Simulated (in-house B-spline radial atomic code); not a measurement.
Checks on a self-consistent run for the sulfur ion S²⁺, [Ne] 3s2 3p2. Method: Dirac-Hartree-Fock, average of configuration, Fermi nucleus of rms radius 3.2611 fm. Calculated with an all-electron radial atomic-structure program (B-spline basis).

| orbital | q | ε (Eh) | <1/r> | <r²> | small-component weight |
| --- | --- | --- | --- | --- | --- |
| 1s1/2 | 2 | -93.29628 | 15.6715 | 0.0125872 | 0.0032378 |
| 2s1/2 | 2 | -10.00713 | 3.10027 | 0.265375 | 0.00050235 |
| 2p1/2 | 2 | -7.66219 | 2.97638 | 0.239517 | 0.00047128 |
| 2p3/2 | 4 | -7.61378 | 2.95706 | 0.241719 | 0.00046839 |
| 3s1/2 | 2 | -1.66568 | 0.849464 | 2.90382 | 7.7939e-05 |
| 3p1/2 | 0.66667 | -1.24239 | 0.750198 | 3.64533 | 6.4834e-05 |
| 3p3/2 | 1.3333 | -1.23827 | 0.74753 | 3.66575 | 6.4571e-05 |

Electron-electron repulsion V_ee = 139.2248 hartree.

Q: What total energy follows from the eigenvalues?

A: The eigenvalues count the repulsion twice, so E = Σqε - V_ee = -258.197 - 139.225 = -397.422 hartree; the run printed -397.422.

Q: Does the Dirac virial theorem hold?

A: For a point nucleus E = -2c²Σq·w, with w the small-component weight. Here Σq·w = 0.010582 and c = 137.0360, so the ratio E/(-2c²Σq·w) is 1.000002.

Q: What diamagnetic shielding (Lamb formula) and susceptibility (Langevin formula) do the radii give?

A: σ = (α²/3)Σq<1/r> = 58.5203/(3·137.036²) = 1038.8 ppm, and χ = -0.79199×10⁻⁶·Σq<r²> = -11.98×10⁻⁶ cm³/mol with Σq<r²> = 15.127 bohr². Both are non-relativistic formulas without the paramagnetism of open shells.
